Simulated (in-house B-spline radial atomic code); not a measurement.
# Ionising neutral germanium with different functionals

Computed with an all-electron radial atomic-structure program (B-spline basis): non-relativistic Hamiltonian, point nucleus, spin-polarised at highest spin, spherical fractional occupations for the functionals, and exact exchange of hybrids averaged over the configuration. The ionisation energy is the difference of two self-consistent energies, [Ar] 3d10 4s2 4p2 → [Ar] 3d10 4s2 4p1, without Breit or QED terms; ε is the level of the shell that loses the electron (its least bound occupied spin orbital). There is no spin-orbit coupling in this Hamiltonian.

```tsv
method	rung	ΔSCF (eV)	-ε(4p) (eV)
PBE0	global hybrid	?	?
B3LYP	global hybrid	7.93	5.13
TPSSh	global hybrid	8.02	4.89
M06-2X	global hybrid	7.94	6.43
BHandHLYP	global hybrid	7.79	6.17
r2SCAN0	global hybrid	8.15	5.63
B97-1	global hybrid	7.81	5.10
HSE06	range-separated hybrid	7.98	5.03
wB97X	range-separated hybrid	7.73	7.43
CAM-B3LYP	range-separated hybrid	7.92	6.56
LC-wPBE	range-separated hybrid	?	?
```

Problem. What does PBE0 give?

Solution. ΔSCF 8.00 eV, and -ε(4p) = 5.45 eV.

Problem. What does LC-wPBE give?

Solution. ΔSCF 8.06 eV, and -ε(4p) = 7.98 eV.

Problem. Among the functionals, which spreads more, the ΔSCF values or the orbital energies?

Solution. The orbital energies: ΔSCF values span about 0.42 eV and the orbital energies 3.09 eV; here energy differences depend much less on the functional than eigenvalues do.

Problem. How do they compare with the NIST value?

Solution. NIST lists 7.899 eV (measured, ground level to ground level). Errors run from -0.16 to +0.26 eV; CAM-B3LYP is closest (+0.02 eV), but part of that can be cancellation, since the calculations leave out relativity, Breit-QED terms, multiplet and fine-structure energies.
